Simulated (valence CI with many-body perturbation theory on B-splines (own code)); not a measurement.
## Missing levels of Ta⁴²⁺

Method: valence CI with perturbative core correlation (CI+MBPT): three valence electrons over a frozen Dirac-Fock core [Ar] 3d10, radial functions for each j: 11 s, 11 p, 9 d, 7 f, 5 g, 2 h, 1 i, with the one-electron correlation potential Σ1 (screened to all orders), the two-electron term Σ2, the three-electron term Σ3, Breit, model QED; selected single and double excitations, second order for the rest (own B-spline code, finite nucleus).

No measured spectrum was set against this ion. As an estimate, large intervals hold to a few tenths of a per cent, small ones and those within an open d or f shell to about a per cent.

```
                     Level  E (cm⁻¹)
        (4s^2 4p1/2) J=1/2         0
        (4s^2 4p3/2) J=3/2    736310
        (4s 4p1/2^2) J=1/2         ?
(4s 4p1/2 4p3/2) J=3/2 [a]   1393200
    (4s 4p1/2 4p3/2) J=5/2         ?
(4s 4p1/2 4p3/2) J=3/2 [b]   1552900
    (4s 4p1/2 4p3/2) J=1/2         ?
        (4s^2 4d3/2) J=3/2   2002600
        (4s^2 4d5/2) J=5/2   2099000
        (4s 4p3/2^2) J=5/2   2230100
        (4s 4p3/2^2) J=1/2   2309700
     (4p1/2^2 4p3/2) J=3/2   2316300
        (4s 4p3/2^2) J=3/2         ?
(4s 4p1/2 4d3/2) J=3/2 [a]   2602000
    (4s 4p1/2 4d3/2) J=5/2         ?
    (4s 4p1/2 4d3/2) J=1/2   2760200
(4s 4p1/2 4d3/2) J=3/2 [b]         ?
(4s 4p1/2 4d5/2) J=5/2 [a]   2819600
    (4s 4p1/2 4d5/2) J=7/2   2860200
    (4s 4p1/2 4d5/2) J=3/2   2892500
```

Levels are named by their leading jj configuration (3d3/2^4 stands for four electrons in 3d with j = 3/2), which in mixed levels can hold well under half, so a name can repeat and another be missing. Letters in brackets count levels of one name in rising energy.

Problem. The levels stand in rising order. What does the calculation give for the missing energies?

Solution. (4s 4p1/2^2) J=1/2 759830; (4s 4p1/2 4p3/2) J=5/2 1459100; (4s 4p1/2 4p3/2) J=1/2 1573500; (4s 4p3/2^2) J=3/2 2339400; (4s 4p1/2 4d3/2) J=5/2 2656000; (4s 4p1/2 4d3/2) J=3/2 [b] 2767400.
